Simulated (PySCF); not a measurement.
**Partial charges of `C=CCC(=C)C(=O)C(F)(F)F`**

Species: C7H7F3O.
SMILES with atom numbers: `[CH2:1]=[CH:2][CH2:3][C:4](=[CH2:5])[C:6](=[O:7])[C:8]([F:9])([F:10])[F:11]` (hydrogens: H12, H13 on C1; H14 on C2; H15, H16 on C3; H17, H18 on C5)

Structure used (PBE0-D3(BJ)/def2-SVP), in Å, numbered top down from 1:
```xyz
18
C7H7F3O angstrom
C      3.2262    0.1549   -0.0982
C      2.0684   -0.1937   -0.6603
C      0.8465    0.6632   -0.7134
C     -0.3374    0.1049    0.0360
C     -0.2420   -0.8439    0.9810
C     -1.6333    0.7199   -0.3405
O     -1.7275    1.5759   -1.1832
C     -2.9285    0.2582    0.3752
F     -2.8488    0.4827    1.6902
F     -3.1311   -1.0502    0.1955
F     -3.9746    0.9084   -0.0959
H      3.3574    1.1296    0.3832
H      4.0894   -0.5157   -0.1065
H      1.9787   -1.1831   -1.1275
H      1.0654    1.6726   -0.3239
H      0.5346    0.8229   -1.7595
H     -1.1084   -1.2267    1.5213
H      0.7348   -1.2607    1.2405
```

Density: PBE0/pcSseg-1 (PySCF); schemes: Mulliken, IAO, Hirshfeld and ESP-fitted. One conformer (not necessarily the lowest) at the PBE0-D3(BJ)/def2-SVP geometry, without solvent, vibrations or thermal averaging.

Q: Which atoms carry the highest charge in the Mulliken, IAO, Hirshfeld and ESP-fitted schemes?

A: All schemes agree: Mulliken C8 (+0.834); IAO C8 (+0.769); Hirshfeld C8 (+0.253); ESP-fitted C8 (+0.617).

Q: For which atoms does the sign change between the 4 schemes (beyond +0.03 e in one, beyond −0.03 e in another)?

A: For none.

Q: Give the atomic charges in each scheme.

A: In e:

```json
{"atom": "C1", "environment": "terminal =CH2 carbon", "Mulliken": "-0.153", "IAO": "-0.311", "Hirshfeld": "-0.097", "ESP-fitted": "-0.476"}
{"atom": "C2", "environment": "alkene CH carbon", "Mulliken": "-0.266", "IAO": "-0.133", "Hirshfeld": "-0.033", "ESP-fitted": "-0.127"}
{"atom": "C3", "environment": "allylic carbon", "Mulliken": "-0.057", "IAO": "-0.268", "Hirshfeld": "-0.071", "ESP-fitted": "-0.081"}
{"atom": "C4", "environment": "fully substituted alkene carbon", "Mulliken": "-0.471", "IAO": "-0.041", "Hirshfeld": "-0.008", "ESP-fitted": "+0.019"}
{"atom": "C5", "environment": "terminal =CH2 carbon", "Mulliken": "+0.024", "IAO": "-0.258", "Hirshfeld": "-0.066", "ESP-fitted": "-0.458"}
{"atom": "C6", "environment": "ketone carbonyl carbon", "Mulliken": "+0.225", "IAO": "+0.316", "Hirshfeld": "+0.130", "ESP-fitted": "+0.363"}
{"atom": "O7", "environment": "ketone oxygen", "Mulliken": "-0.323", "IAO": "-0.368", "Hirshfeld": "-0.197", "ESP-fitted": "-0.418"}
{"atom": "C8", "environment": "CF3 carbon", "Mulliken": "+0.834", "IAO": "+0.769", "Hirshfeld": "+0.253", "ESP-fitted": "+0.617"}
{"atom": "F9", "environment": "fluorine of a CF3 group", "Mulliken": "-0.268", "IAO": "-0.276", "Hirshfeld": "-0.084", "ESP-fitted": "-0.216"}
{"atom": "F10", "environment": "fluorine of a CF3 group", "Mulliken": "-0.268", "IAO": "-0.277", "Hirshfeld": "-0.083", "ESP-fitted": "-0.220"}
{"atom": "F11", "environment": "fluorine of a CF3 group", "Mulliken": "-0.242", "IAO": "-0.252", "Hirshfeld": "-0.077", "ESP-fitted": "-0.195"}
{"atom": "H12", "environment": "vinylic hydrogen", "Mulliken": "+0.119", "IAO": "+0.144", "Hirshfeld": "+0.047", "ESP-fitted": "+0.206"}
{"atom": "H13", "environment": "vinylic hydrogen", "Mulliken": "+0.126", "IAO": "+0.152", "Hirshfeld": "+0.049", "ESP-fitted": "+0.196"}
{"atom": "H14", "environment": "vinylic hydrogen", "Mulliken": "+0.118", "IAO": "+0.143", "Hirshfeld": "+0.045", "ESP-fitted": "+0.143"}
{"atom": "H15", "environment": "methylene hydrogen", "Mulliken": "+0.152", "IAO": "+0.157", "Hirshfeld": "+0.050", "ESP-fitted": "+0.108"}
{"atom": "H16", "environment": "methylene hydrogen", "Mulliken": "+0.160", "IAO": "+0.169", "Hirshfeld": "+0.046", "ESP-fitted": "+0.106"}
{"atom": "H17", "environment": "vinylic hydrogen", "Mulliken": "+0.146", "IAO": "+0.166", "Hirshfeld": "+0.042", "ESP-fitted": "+0.205"}
{"atom": "H18", "environment": "vinylic hydrogen", "Mulliken": "+0.142", "IAO": "+0.167", "Hirshfeld": "+0.054", "ESP-fitted": "+0.228"}
```

Mean size of the charges over all atoms: ESP-fitted 0.243 e, IAO 0.242 e, Mulliken 0.227 e, Hirshfeld 0.080 e. Each set sums to the total charge, 0, to within 0.001 e. The IAO scheme counts the electrons in orthogonalised intrinsic atomic orbitals, a minimal basis polarised so that it spans the occupied orbitals exactly. The ESP scheme fits charges at the nuclei, held to the total charge, to the electrostatic potential on points at 1.4 to 2.0 times the van der Waals radii.

Q: Sum the charges by element, for elements with more than one atom.

A: 
```csv
element,atoms,Mulliken,IAO,Hirshfeld,ESP-fitted
C,7,+0.135,+0.075,+0.107,-0.143
F,3,-0.777,-0.804,-0.244,-0.631
H,7,+0.965,+1.098,+0.333,+1.192
```

Q: How closely do the schemes follow one another over all atoms?

A: Correlation coefficient and root-mean-square difference: IAO with Hirshfeld 0.98, 0.190 e; IAO with ESP-fitted 0.95, 0.095 e; Hirshfeld with ESP-fitted 0.94, 0.199 e; Mulliken with IAO 0.88, 0.144 e; Mulliken with Hirshfeld 0.86, 0.210 e; Mulliken with ESP-fitted 0.76, 0.198 e.

Q: How many electrons does the Hirshfeld scheme count on F11?

A: Z − q = 9 − (-0.077) = 9.077.

These values come from a run that also computed NMR shieldings. Hardware: Intel Xeon at 2.70 GHz, 2 threads, shared host with 64 logical CPUs at a one-minute load of 57. Cost: 49 s wall, 2.0 min CPU (with the writing of density and orbital grids), 1.9 GiB resident at most.
